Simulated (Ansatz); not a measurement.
Species: trichloro(hydroxy)silane, sum formula HSiOCl$_{3}$ (charge 0, singlet). 
Geometry from a B3LYP-D3(BJ)/def2-TZVP (Ansatz, a program for electronic structure) optimisation:
SMILES: O[Si](Cl)(Cl)Cl
```xyz
6

Si     0.2280    -0.0390     0.1385
Cl     0.3609     1.6070    -1.0631
Cl    -0.2065    -1.6452    -1.0459
Cl    -1.2385     0.2241     1.5130
O      1.6023    -0.2744     0.9646
H      2.4188    -0.4195     0.4774
```

Wanted: vertical triplet-singlet gap (E(triplet) - E(singlet); each state is the SCF solution reached for its spin; for the triplet the Hartree-Fock reference is unstable and T1 is 0.040), in eV. Cores are frozen in the correlated levels unless marked. Open shells are spin-unrestricted. Spin-orbit coupling is left out. No relativistic terms.  The program attaches cautions to a run behind CCSD/aug-cc-pV(D+d)Z: other roots. The program attaches cautions to a run behind CCSD(T)/aug-cc-pV(D+d)Z: other roots.

| level | program | vertical triplet-singlet gap (eV) |
|---|---|---|
| PBE0/def2-TZVPD | Ansatz | 7.20 |
| BHLYP/def2-TZVPD | Ansatz | 7.77 |
| wB97X-V/def2-TZVPD | Ansatz | 8.00 |
| RI-MP2/aug-cc-pV(T+d)Z | Ansatz | 8.70 |
| CCSD/aug-cc-pV(D+d)Z | Ansatz | 7.96 |
| CCSD(T)/aug-cc-pV(D+d)Z | Ansatz | 7.76 |
